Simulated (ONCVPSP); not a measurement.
**Re: excitation energies, all-electron against ONCV**

```
Element                 : rhenium
Generator               : ONCVPSP 4.0.1
Type                    : optimised norm-conserving Vanderbilt (ONCV)
Functional              : LDA (Perdew-Wang 92)
Relativity              : scalar-relativistic
Frozen core             : [Kr] 4d10 4f14
Valence charge          : 15
Reference configuration : 5s2 5p6 5d5 6s1 6p1
Partial waves           : 5s+6s: rc 1.60 bohr, ncon 5, nbas 8, qcut 8 1/bohr, 2 projectors; 5p+6p: rc 2.30 bohr, ncon 3, nbas 6, qcut 6.8 1/bohr, 2 projectors; 5d: rc 1.85 bohr, ncon 4, nbas 8, qcut 5.4 1/bohr, 2 projectors, debl 3.3 Ha; f scattering state at 0.11 Ha: rc 2.40 bohr, ncon 5, nbas 8, qcut 4 1/bohr, 2 projectors, debl 2.2 Ha
Local potential         : polynomial inside 1.05 bohr (lpopt 5, dvloc0 4 Ha)
Core correction         : polynomial model core, fcfact 0.6
```

Energies are relative to the spin-unpolarised reference configuration 5s2 5p6 5d5 6s1 6p1; without spin polarisation the order of configurations can differ from experiment. Not all tests gave a result: 1 of 4 tests not solved or not reliable.

```tsv
valence configuration	charge	ΔE all-electron (eV)	error AE − PS (meV)
5s2 5p6 5d5 6s2 6p0	0	-4.864	+1.0
5s2 5p6 5d5 6s1 6p0	+1	4.644	-2.2
5s2 5p6 5d5 6s0 6p0	+2	21.316	-8.9
```

Levels in the configuration 5s2 5p6 5d5 6s1 6p0:

```
level  all-electron (eV)  pseudo (eV)
   5s            -93.355      -93.365
   5p            -55.073      -55.080
   5d            -13.207      -13.207
   6s            -12.994      -12.994
```
